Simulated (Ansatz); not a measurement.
## FHNSbSn: where a starting geometry ends

The starting geometry of this gas-phase triplet was optimised with GFN2-xTB as a singlet.

```xyz
5

F    -3.3659    1.4026   -2.8145
N    -0.8310    0.0709   -1.4014
Sb   -1.2590    1.0794    0.1872
Sn   -2.9324   -0.2899   -1.6970
H     0.0749    0.0947   -1.8473
```

Question: Predict what becomes of its bonds when it is optimised with r2SCAN-D4/def2-SVP.

Answer: A bond breaks, giving a structure given below by its coordinates. Contacts that open: Sb3–Sn4 (2.87 → 3.79 Å).

The energy falls by 0.91 eV over 15 steps:

```csv
step,E − E(last) (eV)
1,0.914
3,0.430
4,0.369
6,0.238
7,0.185
9,0.065
10,0.008
12,0.000
13,0.000
15,0.000
```

Final geometry (Å):

```yaml
atoms:
  - { symbol: F, position_ang: [-2.7804, 0.5496, -3.5471] }
  - { symbol: N, position_ang: [-1.2995, 0.4996, -1.1044] }
  - { symbol: Sb, position_ang: [-0.2803, 0.4440, 0.6735] }
  - { symbol: Sn, position_ang: [-3.2098, 0.0198, -1.6985] }
  - { symbol: H, position_ang: [-0.7435, 0.8447, -1.8966] }
```

No frequencies were run, so the end isn't proven a minimum. Open shells are spin-unrestricted. The triplet needn't be the ground state. Atoms past krypton carry core potentials, without spin–orbit terms. Run with Ansatz 0.2.0, 2.6 min on 1 thread of Intel(R) Xeon(R) Platinum 8259CL CPU @ 2.50GHz (Skylake/Cascade Lake), on a shared host.
